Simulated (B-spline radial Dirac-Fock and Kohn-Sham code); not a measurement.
# The He-like isoelectronic sequence (2 electrons), Z = 65 to 78

Calculated with a radial atomic solver, using relaxed Dirac-Fock hole states (ΔSCF) with Breit and QED corrections and a finite nucleus. Binding energies in eV, tabulated ground configurations (1s2 throughout). No correlation.

```csv
ion,outermost level,NIST ionisation energy
Tb⁶³⁺,59737.5 (1s),59741.12 ± 0.09
Dy⁶⁴⁺,61732.8 (1s),61736.62 ± 0.1
Ho⁶⁵⁺,63768.6 (1s),63772.42 ± 0.11
Er⁶⁶⁺,65844.3 (1s),65848.24 ± 0.12
Tm⁶⁷⁺,67961.2 (1s),67965.25 ± 0.12
Yb⁶⁸⁺,70118.9 (1s),70123.04 ± 0.14
Lu⁶⁹⁺,72318.6 (1s),72322.87 ± 0.15
Hf⁷⁰⁺,?,?
Ta⁷¹⁺,76847.5 (1s),76852 ± 0.17
W⁷²⁺,79177.3 (1s),79181.94 ± 0.19
Re⁷³⁺,81551.8 (1s),81556.58 ± 0.2
Os⁷⁴⁺,83971.3 (1s),83976.18 ± 0.22
Ir⁷⁵⁺,86437.4 (1s),86442.44 ± 0.25
Pt⁷⁶⁺,88950.0 (1s),88955.1 ± 0.3
```

Problem. Fill in the row of Hf⁷⁰⁺.

Solution. outermost 74561.5 (1s), NIST 74565.91 ± 0.16 eV.

NIST's values are for the lowest levels; a dash marks a value that is missing or belongs to another shell. Their kind here: theoretical.
